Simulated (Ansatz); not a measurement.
Ansatz results at the PBE0-D4/def2-TZVP geometry: LUMO energy (B3LYP/def2-TZVPP) -0.81 eV; HOMO energy (B3LYP/def2-TZVPP) -6.01 eV; HOMO–LUMO gap (ωB97M-V/def2-TZVPP) 9.96 eV.

Each molecule was computed in one conformer, which needn't be the lowest.

(1) Which molecule gave them?
A. `C=[CH][Sn]([F])([F])[F]`
B. `C[N](C)[Sn]([F])([N](C)C)[N](C)C`
C. `[Cl][SnH2][Cl]`
D. `[F][SnH]([Cl])[GeH3]`

Answers

(1) B. The others give `[Cl][SnH2][Cl]`: -1.68, -8.68, 11.72; `C=[CH][Sn]([F])([F])[F]`: -2.18, -9.24, 12.05; `[F][SnH]([Cl])[GeH3]`: -1.61, -8.16, 10.97.

B3LYP here is the variant with VWN-RPA as its local correlation; programs differ in this.
